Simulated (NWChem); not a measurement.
Species: C2H2F2; SMILES F/C=C\F

Results from NWChem. All runs use the structure optimised with B3LYP/6-31G* (spherical d). B3LYP is NWChem's, with the RPA form of VWN correlation. Level: B3LYP/def2-SVP with SMD (1 M gas to 1 M solution), gas-phase geometry.

### Question
Among these, which solvent gives the lowest value of “dipole in solution (D)”?
A) water
B) chloroform
C) acetone
D) benzene

### Answer
D, benzene. Values: benzene 2.56; chloroform 2.69; acetone 2.79; water 2.82
